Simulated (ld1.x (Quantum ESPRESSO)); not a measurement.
Configuration tests for thallium (Tl) (TM)

Tl (Z = 81), norm-conserving Troullier–Martins (Kleinman–Bylander form), made with ld1.x (Quantum ESPRESSO) 7.5 (PBE, scalar-relativistic). Core [Xe] 4f14, reference 5d10 6s1.5 6p0 (charge +1.5). Waves: 6p (bound, empty): rc 2.85 bohr; 5d (bound): rc 1.95 bohr; 6s (bound): rc 2.10 bohr. Local part: the s channel. Core correction: none.

Energies are relative to the spin-unpolarised reference configuration 5d10 6s1.5 6p0; without spin polarisation the order of configurations can differ from experiment. The frozen-core shift is the all-electron ΔE with the core orbitals held at their reference shape minus the fully relaxed ΔE.

Question: Give the all-electron excitation energy and the error of the potential for: 5d10 6s2 6p1; 5d10 6s2 6p0; 5d10 6s1 6p0; 5d9 6s2 6p1; 5d9 6s0 6p0; 5d10 6s2 6p0.5; 5d10 6s1 6p1.

Answer:

```tsv
valence configuration	charge	ΔE all-electron (eV)	error AE − PS (meV)	frozen-core shift (meV)
5d10 6s2 6p1	0	-14.424	+13	-4.8
5d10 6s2 6p0	+1	-9.257	+5.0	-2.7
5d10 6s1 6p0	+2	11.523	-2.0	+4.3
5d9 6s2 6p1	+1	6.814	-145	+43
5d9 6s0 6p0	+4	93.452	-64	+162
5d10 6s2 6p0.5	+0.5	-12.570	+9.2	-4.1
5d10 6s1 6p1	+1	-0.979	+1.8	-1.5
```

Levels in the configuration 5d10 6s2 6p1:

```tsv
level	all-electron (eV)	pseudo (eV)
5d	-15.486	-15.535
6s	-9.546	-9.554
6p	-2.370	-2.376
```

A variational frozen-core shift is positive and of second order in the change. This column holds negative values, so the frozen-core run of ld1.x carries numerical noise or an error of first order here, and the column gives no more than the rough size of the effect.
